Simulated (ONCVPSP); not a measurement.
**Co: one change to an ONCV potential, before and after**

ONCVPSP 4.0.1 input, shortened (lines: element, Z, core and valence counts, functional; n l f; lmax; l rc ep ncon nbas qcut; lloc lpopt rc5 dvloc0; l nproj debl; icmod fcfact rcfact), PBEsol, scalar-relativistic:

```
  Co 27.00    3    4  -116133      upf
    1    0    2.00
    2    0    2.00
    2    1    6.00
    3    0    2.00
    3    1    6.00
    3    2    7.00
    4    0    2.00
    2
    0    1.15    0.00    4    7   11.30
    1    0.75    0.00    4    8    9.10
    2    1.45    0.00    3    7   12.80
    4    5    0.65    4.00
    0    2    1.90
    1    1    3.40
    2    2    2.00
    3    4.50    1.10
```

All-electron outer shells of the reference configuration (PBEsol, scalar-relativistic, ld1.x):

```tsv
shell	level (eV)	outermost node (bohr)	outermost maximum (bohr)
2p	-769.45	–	0.17
3s	-102.14	0.31	0.66
3p	-65.51	0.28	0.68
3d	-8.23	–	0.66
4s	-5.49	0.96	2.32
```

Change: core correction Teter function, fcfact 4.5, rcfact 2.02.

Cutoffs: the cutoffs (Ha) at which the residual kinetic energy of the hardest occupied pseudo-wave falls to 1 and 0.1 mHa per electron; they do not see the model core or the augmentation charge, which bear on the density cutoff. Errors are all-electron minus pseudo energies relative to the spin-unpolarised reference configuration.

How do hardness, ghosts and transferability respond?

The potential gets neither clearly harder nor softer (122 Ha and 340 Ha → 122 Ha and 340 Ha); the errors of the 4 common tests hardly move; neither file shows a bound ghost. A model core, the more so a compact one, raises the density cutoff, which this test does not measure.

| quantity | base | changed |
| --- | --- | --- |
| cutoff, loose | 122 Ha | 122 Ha |
| cutoff, tight | 340 Ha | 340 Ha |
| bound ghosts | none | none |
| GHOST(+) flags under 300 eV | none | none |
| error for 3s2 3p6 3d7 4s1, meV [ΔE 9.05 eV] | +0.4 | +0.3 |
| error for 3s2 3p6 3d7 4s0, meV [ΔE 25.74 eV] | +4.0 | +3.5 |
| error for 3s2 3p6 3d6 4s0, meV [ΔE 61.58 eV] | +8.6 | +8.1 |
| error for 3s2 3p5 3d7 4s2, meV [ΔE 73.40 eV] | -73 | -76 |
| s: phases at 1.16 bohr within 0.05 rad from the reference energy up to (Ha; the scan ends near 5) | to the end of the scan | to the end of the scan |
| p: phases at 0.76 bohr within 0.05 rad from the reference energy up to (Ha; the scan ends near 5) | to the end of the scan | to the end of the scan |
| d: phases at 1.47 bohr within 0.05 rad from the reference energy up to (Ha; the scan ends near 5) | to the end of the scan | to the end of the scan |
| rms error of d²Exc/dni dnj with the model core, mHa | 1.15 | 4.62 |
